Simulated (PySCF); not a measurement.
Species: C₅H₁₂N₂OSi₂.
Geometry (GFN2-xTB, Å), atoms numbered from 1 in this order:
```xyz
22
C5H12N2OSi2 angstrom
O      1.8546    1.2600    2.5809
C      1.8370    1.5067    1.4014
N      1.5397    0.6321    0.4219
C      1.0799   -0.6986    0.6941
C      1.4955   -1.7740   -0.2758
C      0.2556   -2.0610   -0.6603
C     -0.3948   -1.0363    0.2320
N     -1.1342    0.0344   -0.3724
Si    -1.0102    0.2533   -2.0892
Si    -2.0152    1.0213    0.7658
H      2.1003    2.5018    0.9956
H      1.4570    0.9507   -0.5304
H      1.2851   -0.9014    1.7482
H      2.4671   -2.1666   -0.5157
H     -0.1731   -2.7856   -1.3271
H     -0.9827   -1.4812    1.0425
H      0.4015    0.3075   -2.5060
H     -1.6607   -0.8601   -2.7844
H     -1.6579    1.5253   -2.3819
H     -1.1016    1.5764    1.7639
H     -2.9981    0.1496    1.4189
H     -2.6552    2.0652   -0.0237
```

Definitions: NICS(0) = −σiso at the ring centroid; NICS(1) = −σiso and NICS(1)zz = −σzz at ±1 Å along the ring normal z. Level: GIAO PBE0/pcSseg-1 (PySCF, non-relativistic, gas phase) on the GFN2-xTB geometry, one conformer.

Ring bond lengths (Å), with Mayer bond orders in brackets: C4–C5 1.507 (1.01), C5–C6 1.329 (1.77), C6–C7 1.506 (1.04), C7–C4 1.582 (0.95).

Problem. What do the NICS probes read (ppm)?

Solution. 
| ring | type | NICS(0) | NICS(1), two faces | NICS(1)zz, two faces | rms pucker (Å) | centre to ring atoms, mean (Å) |
| --- | --- | --- | --- | --- | --- | --- |
| C4–C5–C6–C7 | 4-membered carbocycle; formal bonds 1 double, 3 single | 1.1 | -1.5 / -3.6 | 4.0 / -2.6 | 0.00 | 1.05 |

Problem. What can be read from them?

Solution. 
- C4–C5–C6–C7: mean NICS(1)zz 0.7 ppm, near zero. C4, C7 have four or more neighbours, so the value isn't read as a sign of a π ring current. The two faces differ by 6.6 ppm, so no symmetry operation interchanges them.

Problem. What are the shieldings of the ring atoms and their hydrogens in the same run (means over atoms taken as equivalent)?

Solution. 
| atoms | environment | σ isotropic (ppm) |
| --- | --- | --- |
| C4 | sp3 carbon bound to nitrogen | 131.3 |
| C5 | alkene CH carbon | 32.6 |
| C6 | alkene CH carbon | 36.6 |
| C7 | sp3 carbon bound to nitrogen | 121.6 |
| H13 | methine hydrogen | 26.14 |
| H14 | vinylic hydrogen | 25.14 |
| H15 | vinylic hydrogen | 24.87 |
| H16 | methine hydrogen | 27.39 |

On one thread, Intel Xeon at 2.50 GHz (x86_64), shared host, this took 2.8 min wall, 2.5 min CPU and 1.1 GiB of memory at its peak. This is the whole shielding run at PBE0/pcSseg-1, SCF included.
